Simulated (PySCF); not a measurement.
# Correlation energy of Ti²⁺ (titanium, charge +2)

[Ar] 3d2, high-spin 3F determinant. Computed with PySCF 2.14 in def2-QZVPPD (11s6p5d3f2g, 93 functions), with the non-relativistic Hamiltonian (point nucleus). Frozen: [Ne]; 10 electrons correlated.

```csv
level,correlation energy (mhartree)
CCSD,-277.00
(T),-5.93
CCSD(T),-282.93
```

Diagnostics: T1 = 0.0043, D1 = 0.0093, largest double amplitude 0.024.

Cost of the coupled-cluster step: roughly 60 core-seconds, for 10 correlated electrons.

This basis was not built for core-valence correlation, so the inner-shell part is incomplete.
